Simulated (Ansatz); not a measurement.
`N[Si]1(Cl)OCS1` → C• + Cl• + 4 H• + N• + O• + S• + Si•  (atomization)

Computed with Ansatz on PBE0-D4/def2-TZVP structures; ΔE is electronic, products minus reactants. CCSD(T)/CBS adds triple-zeta CCSD(T) − MP2 to the extrapolated MP2 energy (def2 sets, frozen cores). This one scheme is used for every species, atoms too. Functionals use def2-TZVPP. Open shells (•) are unrestricted, without spin–orbit coupling. Spin–orbit coupling would lower the free atoms: a little for C, Cl, O, S, Si. Each species was taken in one conformer, which may not be the lowest.

What is ΔE at CCSD(T)/CBS? (An estimate is asked.)

Computed: +3810.5 kJ/mol.

What do these levels give: r2SCAN-D4, PBE0-D4, ωB97M-V, PBE, r2SCAN, PBE0, HF/def2-TZVPP, MP2/def2-TZVPP, CCSD/def2-TZVPP, HF/def2-QZVPP, MP2/def2-QZVPP, HF/CBS(def2)? (An estimate is asked.)

Computed: r2SCAN-D4 3818.4, PBE0-D4 3816.3, ωB97M-V 3836.1, PBE 3873.1, r2SCAN 3810.9, PBE0 3789.4, HF/def2-TZVPP 2608.7, MP2/def2-TZVPP 3789.6, CCSD/def2-TZVPP 3594.3, HF/def2-QZVPP 2616.9, MP2/def2-QZVPP 3871.4, HF/CBS(def2) 2618.2 kJ/mol.

Largest T1 diagnostic among the species: 0.012.

In def2-TZVPP, CCSD(T) changes the Hartree–Fock value by +1064.2 kJ/mol (the triples alone add +78.6 kJ/mol) and MP2 by +1180.9 kJ/mol; breaking electron pairs costs correlation energy, which Hartree–Fock lacks. From PBE to PBE0 (25 % exact exchange), in def2-TZVPP and without D4, ΔE moves by −83.7 kJ/mol: exact exchange takes away binding that semilocal exchange gives to molecules. The D4 term adds +51.4 kJ/mol with B3LYP and +26.8 kJ/mol with PBE0; it sums over pairs of atoms, weighted by their polarisabilities, and B3LYP, whose exchange is more repulsive, gets the larger term.

B3LYP here is the variant with VWN-RPA as its local correlation; programs differ in this.

For atomizations the MP2-based limit and the directly extrapolated one differ by several kJ/mol either way, and by 10 to 25 for some Ge, Se and Sn compounds, so smaller differences from it don't rank the levels.
